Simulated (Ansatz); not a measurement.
A CCSD(T) single point on `O[SiH](F)[O][GaH2]`.

```yaml
crystal:
  periodic: [false, false, false]
  atoms:
    - {symbol: O, position_ang: [-0.482482, 0.844347, 0.533339]}
    - {symbol: Si, position_ang: [0.959812, -0.007504, 0.731595]}
    - {symbol: F, position_ang: [0.794919, -0.875271, 2.053759]}
    - {symbol: O, position_ang: [0.943225, -0.803562, -0.643094]}
    - {symbol: Ga, position_ang: [-0.727328, -0.379114, -1.377354]}
    - {symbol: H, position_ang: [-1.065625, 1.036244, 1.270660]}
    - {symbol: H, position_ang: [2.098994, 0.889648, 0.968578]}
    - {symbol: H, position_ang: [-1.863968, -1.387164, -1.022716]}
    - {symbol: H, position_ang: [-0.657546, 0.682386, -2.514768]}
basis:
  gaussian: {orbitals: def2-SVP}
correlation: {method: ccsd_t}
```

```sh
$ ansatz run in.yaml --threads 4 --pin off --events-out ev --progress --plain --max-ram 10444MiB
```

Output of Ansatz, abridged:

```
Functional definition: HF
1078 factors; integrals over basis functions are off by at most 9.7e-4 eV
mean field evaluation 1: about -67025.7644 eV, gradient 4.9e1 eV
mean field evaluation 2: about -67025.7676 eV, gradient 4.9e1 eV
mean field evaluation 4: about -67030.3445 eV, gradient 3.3e0 eV
mean field evaluation 8: about -67030.3780 eV, gradient 1.4e-4 eV
mean field -67030.37803218 eV, -2463.3209578604 hartree, gradient 1.4e-6 eV, S^2 0.000000; 0 other end points of the search recorded, 0 dependent functions left out
17 core orbitals not correlated: weight in the atoms' cores, before any rotation towards them, 1.000 or more for the frozen orbitals, at most 0.000 for the correlated occupied ones
reference -67030.37803218 eV, -2463.3209578604 hartree; 20, 20 occupied and 75, 75 virtual orbitals, 1078 factors
second order -23.54656406 eV of doubles, -0.00000000 eV of singles
cycle   1  -23.17998889 eV  change    3.7e-1 eV  update   1.2e-1
cycle   2  -23.84394596 eV  change   -6.6e-1 eV  update   3.5e-2
cycle   3  -23.98747015 eV  change   -1.4e-1 eV  update   1.7e-2
cycle   4  -23.97462031 eV  change    1.3e-2 eV  update   3.3e-3
cycle   5  -23.97304409 eV  change    1.6e-3 eV  update   1.5e-3
cycle   6  -23.97367929 eV  change   -6.4e-4 eV  update   3.9e-4
cycle   7  -23.97354306 eV  change    1.4e-4 eV  update   1.6e-4
cycle   8  -23.97344772 eV  change    9.5e-5 eV  update   4.4e-5
cycle   9  -23.97344978 eV  change   -2.1e-6 eV  update   1.5e-5
perturbative correction -0.55356170 eV, -0.0203430171 hartree
Total energy: -67054.90504365 eV, -2464.2223089070 hartree
```

Hardware: 4 threads of an Intel Xeon Platinum 8488C on a shared host. Wall time 4.9 s, peak host memory 0.57 GiB.

The correlation energy is -24.527 eV, 2.3 % of it from (T); the T1 diagnostic reads 0.0127.
